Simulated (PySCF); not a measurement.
A structure optimised at r2SCAN-D4/def2-TZVP, used in a PySCF frequency run:

```
In
F 1 1.9602
F 1 1.9602 2 115.17
```
Charge 0, spin multiplicity 2.

Problem. Write its SMILES, formula and point group.

Solution. [F][In][F], F2In, C2v

Problem. What are its rotational constants (standard atomic weights)?

Solution. 16.035, 4.8571, 3.7279 GHz
